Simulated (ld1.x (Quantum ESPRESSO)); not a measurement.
# Building the ultrasoft potential for lanthanum (La) (PW91, scalar-relativistic).

The input file (ld1.x (Quantum ESPRESSO) 7.5):

```
&input
   title='La', zed=57., rel=1, dft='PW91', iswitch=3,
   config='[Xe] 4f0 5d1 6s2 6p0',
   nld=4, rlderiv=3.25, eminld=-5.0, emaxld=5.0, deld=0.02
 /
 &inputp
   pseudotype=3, tm=.true., lloc=-1, rcloc=2.40,
   nlcc=.false.,
   file_pseudopw='La.UPF', file_wfcaegen='ae.wfc', file_wfcncgen='nc.wfc', file_beta='beta', file_chi='chi', file_wfcusgen='us.wfc'
 /
8
5S  1  0   2.00   0.00  2.00  2.50  0.0
6S  2  0   2.00   0.00  2.00  2.50  0.0
5P  2  1   6.00   0.00  2.50  2.80  0.0
6P  3  1   0.00   0.00  2.50  2.80  0.0
5D  3  2   1.00   0.00  2.40  3.00  0.0
5D  3  2   0.00   4.25  2.40  3.00  0.0
4F  4  3   0.00   0.00  0.80  1.10  0.0
4F  4  3   0.00   4.55  0.80  1.10  0.0
 &test
   configts(1)='4f0 5s2 5p6 5d1 6s2 6p0'
 /
```

Command:

```bash
ld1.x < La.in > La.out
```

Output (shortened: banner, matrices, multipoles, cross overlaps and the repeated all-electron block are left out):

```
Program LD1 v.7.5
     --------------------------- All-electron run ----------------------------

     La
     scalar relativistic calculation

     atomic number is 57.00
     dft =PW91   lsd =0 sic =0 latt =0  beta=0.20 tr2=1.0E-14
     Exchange-correlation= PW91
                           (   1   4   2   2   0   0   0)
     mesh =1253 r(mesh) = 100.17801 a.u. xmin = -7.00 dx = 0.01250
     1 Ry =  13.60569312 eV, c = 137.03599908

     n l     nl                  e(Ry)          e(Ha)          e(eV)
     1 0     1S 1( 2.00)     -2848.5699     -1424.2849    -38756.7672
     2 0     2S 1( 2.00)      -453.4707      -226.7354     -6169.7835
     2 1     2P 1( 6.00)      -406.4420      -203.2210     -5529.9255
     3 0     3S 1( 2.00)       -96.9900       -48.4950     -1319.6161
     3 1     3P 1( 6.00)       -81.9742       -40.9871     -1115.3156
     4 0     4S 1( 2.00)       -19.5847        -9.7924      -266.4637
     4 1     4P 1( 6.00)       -14.7016        -7.3508      -200.0252
     3 2     3D 1(10.00)       -60.3962       -30.1981      -821.7317
     5 0     5S 1( 2.00)        -2.8648        -1.4324       -38.9773
     5 1     5P 1( 6.00)        -1.6489        -0.8244       -22.4339
     4 2     4D 1(10.00)        -7.6365        -3.8183      -103.9000
     4 3     4F 1( 0.00)        -0.3242        -0.1621        -4.4107
     5 2     5D 1( 1.00)        -0.2297        -0.1148        -3.1248
     6 0     6S 1( 2.00)        -0.2732        -0.1366        -3.7172
     6 1     6P 1( 0.00)        -0.1016        -0.0508        -1.3819

     final scf error:  6.4E-15 reached in  32 iterations

     Etot =  -16988.773526 Ry,   -8494.386763 Ha, -231144.039128 eV

     Ekin =   17970.808432 Ry,    8985.404216 Ha,  244505.304695 eV
     Encl =  -41111.779641 Ry,  -20555.889820 Ha, -559354.257535 eV
     Eh   =    6560.596615 Ry,    3280.298307 Ha,   89261.464243 eV
     Exc  =    -408.398931 Ry,    -204.199466 Ha,   -5556.550531 eV

     normalization and overlap integrals

     s(1S/1S) =  1.000000  <r> =   0.0251  <r2> =    0.0009  r(max) =   0.0161
     s(2S/2S) =  1.000000  <r> =   0.1074  <r2> =    0.0136  r(max) =   0.0914
     s(2P/2P) =  1.000000  <r> =   0.0942  <r2> =    0.0108  r(max) =   0.0729
     s(3S/3S) =  1.000000  <r> =   0.2852  <r2> =    0.0929  r(max) =   0.2610
     s(3P/3P) =  1.000000  <r> =   0.2832  <r2> =    0.0930  r(max) =   0.2546
     s(4S/4S) =  1.000000  <r> =   0.6541  <r2> =    0.4826  r(max) =   0.6108
     s(4P/4P) =  1.000000  <r> =   0.6931  <r2> =    0.5459  r(max) =   0.6341
     s(3D/3D) =  1.000000  <r> =   0.2600  <r2> =    0.0797  r(max) =   0.2111
     s(5S/5S) =  1.000000  <r> =   1.5561  <r2> =    2.7195  r(max) =   1.4112
     s(5P/5P) =  1.000000  <r> =   1.8036  <r2> =    3.6864  r(max) =   1.5792
     s(4D/4D) =  1.000000  <r> =   0.7675  <r2> =    0.6831  r(max) =   0.6750
     s(4F/4F) =  1.000000  <r> =   1.1795  <r2> =    1.8712  r(max) =   0.7460
     s(5D/5D) =  1.000000  <r> =   2.9994  <r2> =   10.8547  r(max) =   2.2132
     s(6S/6S) =  1.000000  <r> =   4.4126  <r2> =   22.0528  r(max) =   3.7884
     s(6P/6P) =  1.000000  <r> =   6.0252  <r2> =   41.5772  r(max) =   4.9256

     ------------------------ End of All-electron run ------------------------

     --------------------- Generating US pseudopotential ---------------------

      Generating local potential from pseudized AE potential:
      Matching radius rcloc =   2.4000

      Local pseudo, rcloc= 2.416 Estimated cut-off energy=     4.30 Ry

      Wfc   5S  rcut= 1.978  Using Troullier-Martins method
      Wfc-us  5S rcutus= 2.477  Estimated cut-off energy=     9.02 Ry

      Wfc   6S  rcut= 1.978  Using Troullier-Martins method
      Wfc-us  6S rcutus= 2.477  Estimated cut-off energy=    18.11 Ry

      Wfc   5P  rcut= 2.477  Using Troullier-Martins method
      Wfc-us  5P rcutus= 2.807  Estimated cut-off energy=    10.86 Ry

      Wfc   6P  rcut= 2.477  Using Troullier-Martins method
      Wfc-us  6P rcutus= 2.807  Estimated cut-off energy=    19.98 Ry

      Wfc   5D  rcut= 2.416  Using Troullier-Martins method
      Wfc-us  5D rcutus= 3.025  Estimated cut-off energy=    12.50 Ry

      Wfc   5D  rcut= 2.416  Using Troullier-Martins method
      Wfc-us  5D rcutus= 3.025  Estimated cut-off energy=    14.22 Ry

      Wfc   4F  rcut= 0.804  Using Troullier-Martins method
      Wfc-us  4F rcutus= 1.113  Estimated cut-off energy=   125.38 Ry

      Wfc   4F  rcut= 0.804  Using Troullier-Martins method
      Wfc-us  4F rcutus= 1.113  Estimated cut-off energy=   185.86 Ry

     ------------------- End of pseudopotential generation -------------------

     Computing logarithmic derivative in   3.24047

       Warning: n=4, l=3 expected 0 nodes, found 1
       Setting wfc to zero for this iteration
       (This warning will only be printed once per wavefunction)

     Computing logarithmic derivative in   3.24047
     Computing the partial wave expansion
     R is outside the sphere for l=    0 j= 0.00
     R is outside the sphere for l=    0 j= 0.00
     R is outside the sphere for l=    1 j= 0.00
     R is outside the sphere for l=    1 j= 0.00
     R is outside the sphere for l=    2 j= 0.00
     R is outside the sphere for l=    2 j= 0.00
     R is outside the sphere for l=    3 j= 0.00
     R is outside the sphere for l=    3 j= 0.00

     ---------------------- Testing the pseudopotential ----------------------

     La
     scalar relativistic calculation

     atomic number is 57.00   valence charge is 11.00
     dft =PW91   lsd =0 sic =0 latt =0  beta=0.20 tr2=1.0E-14
     mesh =1253 r(mesh) = 100.17801 xmin = -7.00 dx = 0.01250

     n l     nl             e AE (Ry)        e PS (Ry)    De AE-PS (Ry)
     4 3     4F   1( 0.00)       -0.32418       -0.42143        0.09725  !
     1 0     5S   1( 2.00)       -2.86478       -2.95101        0.08623  !
     2 1     5P   1( 6.00)       -1.64886       -1.73034        0.08147  !
     3 2     5D   1( 1.00)       -0.22967       -0.29030        0.06063  !
     2 0     6S   1( 2.00)       -0.27321       -0.24183       -0.03139  !
     3 1     6P   1( 0.00)       -0.10157       -0.10451        0.00295

     eps = 4.8E-15  iter =111

     Etot =  -16988.773526 Ry,   -8494.386763 Ha, -231144.039128 eV
     Etotps =   -63.184529 Ry,     -31.592265 Ha,    -859.669312 eV

     Ekin =      15.468060 Ry,       7.734030 Ha,     210.453677 eV
     Encl =    -123.121596 Ry,     -61.560798 Ha,   -1675.154651 eV
     Ehrt =      48.533502 Ry,      24.266751 Ha,     660.331934 eV
     Ecxc =      -8.124007 Ry,      -4.062004 Ha,    -110.532750 eV
     Epseu=       4.059512 Ry,       2.029756 Ha,      55.232478 eV

     ---------------------- End of pseudopotential test ----------------------
```

Generation and configuration tests took about 4.3 s on one core of a shared server CPU.

Transferability test of the new file with ld1.x, input:

```
&input
   title='La', zed=57., rel=1, dft='PW91', iswitch=2,
   config='[Xe] 4f0 5d1 6s2 6p0'
 /
 &test
   file_pseudo='La.UPF', nconf=8,
   configts(1)='4f0 5s2 5p6 5d1 6s2 6p0',
   configts(2)='4f0 5s2 5p6 5d1 6s1 6p0',
   configts(3)='4f0 5s2 5p6 5d1 6s0 6p0',
   configts(4)='4f0 5s2 5p6 5d0 6s0 6p0',
   configts(5)='4f0 5s2 5p6 5d1 6s0 6p2',
   configts(6)='4f0 5s1 5p6 5d1 6s2 6p0',
   configts(7)='4f0 5s2 5p6 5d2 6s1 6p0',
   configts(8)='4f0 5s2 5p6 5d0 6s2 6p1'
 /
```

```bash
ld1.x < La.test.in > La.test.out
```

Pseudopotential blocks of its output, shortened (energy terms left out; the distinct warnings before each block abridged to one line each):

```
     Warning: n=4, l=3 expected 0 nodes, found 1
     ---------------------- Testing the pseudopotential ----------------------

     n l     nl             e AE (Ry)        e PS (Ry)    De AE-PS (Ry)
     4 3     4F   1( 0.00)       -0.32418       -0.42143        0.09725  !
     1 0     5S   1( 2.00)       -2.86478       -2.95101        0.08623  !
     2 1     5P   1( 6.00)       -1.64886       -1.73034        0.08147  !
     3 2     5D   1( 1.00)       -0.22967       -0.29030        0.06063  !
     2 0     6S   1( 2.00)       -0.27321       -0.24183       -0.03139  !
     3 1     6P   1( 0.00)       -0.10157       -0.10451        0.00295

     eps = 3.0E-15  iter = 71

     Etot =  -16988.773526 Ry,   -8494.386763 Ha, -231144.039129 eV
     Etotps =   -63.184529 Ry,     -31.592264 Ha,    -859.669312 eV

     ---------------------- End of pseudopotential test ----------------------

          ---------------------- Testing the pseudopotential ----------------------

     n l     nl             e AE (Ry)        e PS (Ry)    De AE-PS (Ry)
     4 3     4F   1( 0.00)       -0.75314       -0.85217        0.09903  !
     1 0     5S   1( 2.00)       -3.29357       -3.34280        0.04923  !
     2 1     5P   1( 6.00)       -2.07628       -2.12100        0.04472  !
     3 2     5D   1( 1.00)       -0.62846       -0.66131        0.03285  !
     2 0     6S   1( 1.00)       -0.61598       -0.54492       -0.07106  !
     3 1     6P   1( 0.00)       -0.39907       -0.37506       -0.02401  !

     eps = 8.8E-15  iter =186

     Etot =  -16988.331999 Ry,   -8494.165999 Ha, -231138.031845 eV
     Etotps =   -62.792744 Ry,     -31.396372 Ha,    -854.338805 eV
     dEtot_ae =       0.441527 Ry
     dEtot_ps =       0.391785 Ry,   Delta E=       0.049742 Ry

     ---------------------- End of pseudopotential test ----------------------
```

The test run then stopped with an error in chargeps: “negative rho”.
